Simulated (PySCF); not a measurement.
Computed shifts of a molecule C2H6Cl2Si, PBE0/pcSseg-1 in PySCF, GIAO, gas phase, atoms alike by connectivity averaged where their shifts nearly agree, in ppm (number of nuclei): ¹³C: 10.3 (2). ²⁹Si: 55.5 (1). ¹H: 0.95 (6). References: ¹³C against TMS (σ = 186.3 ppm); ²⁹Si against TMS (σ = 352.7 ppm); ³⁵Cl against HCl (σ = 945.9 ppm); ¹H against TMS (σ = 31.56 ppm), references at their B3LYP-D3(BJ)/def2-TZVP geometries, non-relativistic (without spin–orbit terms, shifts of atoms bonded to Cl or Br come out too high). The structure is a stationary point at TPSSh-D3(BJ)/def2-SVP. One conformer was computed; it need not be the lowest.

Task: Pick the molecule that these values belong to.
A) C[Si](C)(Cl)Cl
B) ClCC[SiH2]Cl
C) [SiH3]CC(Cl)Cl
D) CC[SiH](Cl)Cl

Result: A, C[Si](C)(Cl)Cl
